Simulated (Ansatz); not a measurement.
Molecule: C2H6BrGa, net charge 0, singlet state. 
Geometry from a B3LYP-D3(BJ)/def2-TZVP (Ansatz, a program for electronic structure) optimisation:
```xyz
10

C      1.7844    -0.4580    -1.5414
Ga     0.0038    -0.0737    -0.7940
C     -1.7694     0.1651    -1.6161
Br    -0.0073     0.1427     1.5379
H      1.7591    -0.5533    -2.6265
H      2.4716     0.3433    -1.2660
H      2.1655    -1.3834    -1.1072
H     -1.7337     0.0592    -2.6999
H     -2.4598    -0.5724    -1.2045
H     -2.1537     1.1543    -1.3632
```

Basis-set convergence of Hartree-Fock and CCSD correlation energies (hartree) with Ansatz. Correlated levels leave the core frozen unless marked. No spin-orbit coupling. The frozen core is the preceding noble-gas configuration, with the filled d and f shells of earlier blocks. Non-relativistic.

| basis | functions | E(HF) | E(corr, CCSD) |
|---|---|---|---|
| cc-pVDZ | 112 | -4574.90786 | -0.51763 |
| cc-pVTZ | 230 | -4575.08320 | -0.63976 |
| cc-pVQZ | 426 | -4575.09445 | -0.67919 |

Extrapolating the two largest sets (X = 3 and 4) as X^-3: E(corr) = (64·(-0.67919) - 27·(-0.63976))/37 = -0.7080 Eh, an estimate of the basis-set limit. The largest set recovers 95.9 % of it, the smallest 73.1 %.
